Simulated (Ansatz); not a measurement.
Coupled-cluster diagnostics for Nd(NH2)3 (NdN₃H₆), Ansatz.

Geometry of the quartet (PBE-D4/def2-SVP):

```xyz
10

Nd   -0.3646   -0.0668   -0.0304
N     0.2007   -0.4150   -2.1642
H     0.4206   -1.2959   -2.6530
H     0.4342    0.3270   -2.8425
N    -0.4961    2.0443    0.6912
H    -0.3319    2.3566    1.6609
H    -0.5920    2.9155    0.1478
N     0.1057   -1.6655    1.4589
H     0.5919   -2.5501    1.2440
H     0.0315   -1.6501    2.4873
```

In the def2 sets Nd takes a core potential; there is no spin–orbit coupling. Correlated methods freeze 7 core orbitals; core or outer-core shells of Nd are correlated, in sets that lack core-valence functions. With an open 4f shell the SCF may have ended on a state above the lowest.

Question: Estimate the CCSD(T) correlation energy, the shares of MP2 and (T), T1 and the reference's ⟨S²⟩ for: charge 0, quartet, own geometry in def2-SVP; and the rough time on 4 threads of Arm Neoverse V2 on a shared host.

Answer: 
```json
{"state": "charge 0, quartet, own geometry", "basis": "def2-SVP", "correlation (eV)": "-38.016", "MP2 share (%)": "98.0", "(T) share (%)": "2.6", "T1": "0.017", "⟨S²⟩ (pure)": "3.75 (3.75)", "wall time": "6.2 min"}
```
Customary marks for T1 are 0.02 (closed shells), 0.045 (open shells) and about 0.05 (3d metals). T1 stays under 0.02 throughout.
